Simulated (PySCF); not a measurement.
Mo(NH)2(Cl)(Br) (BrClH2MoN2), SMILES [NH]=[Mo](=[NH])([Br])[Cl], multiplicity 1.

Geometry: PBE-D3(BJ)/def2-SVP. The spin state was assumed, not searched. The structure was generated by enumeration; whether it is a known compound was not checked. The def2 effective core potentials stand for the cores of Mo; spin–orbit coupling is left out.

Calculation: PBE-D3(BJ)/def2-SVP (PySCF).

Frequencies are harmonic and unscaled.

Question: Give all harmonic wavenumbers and intensities. (The exact figures need the calculation; the answer reports its results.)

Answer: 
```tsv
mode	ν (cm⁻¹)	IR (km/mol)	Raman (Å⁴/amu)	depolarisation	moving atoms (share of kinetic energy)
1	90	0.3	3.5	0.75	Cl 52 %, Br 24 %, Mo 19 %
2	155	3.6	2.8	0.75	N 39 %, Mo 30 %, Cl 11 %, H 10 %, Br 10 %
3	188	17.8	4.1	0.66	N 49 %, H 21 %, Br 21 %
4	200	0.0	8.0	0.75	N 69 %, Cl 14 %, H 13 %
5	266	11.9	6.5	0.50	N 32 %, Br 27 %, Cl 14 %, Mo 14 %, H 14 %
6	316	1.8	8.2	0.28	N 31 %, Mo 31 %, H 22 %, Br 16 %
7	357	268.5	0.0	–	H 81 %, N 18 %
8	399	18.9	5.0	0.08	Cl 62 %, Mo 30 %
9	597	0.0	1.9	0.75	H 85 %, N 15 %
10	604	196.9	2.8	0.74	H 67 %, N 27 %
11	714	41.9	2.8	0.74	H 68 %, N 31 %
12	965	79.3	17.3	0.75	N 74 %, Mo 17 %, H 8 %
13	993	47.6	51.7	0.01	N 82 %, Mo 11 %
14	3494	117.5	184.6	0.75	H 93 %
15	3497	207.8	241.7	0.15	H 92 %
```
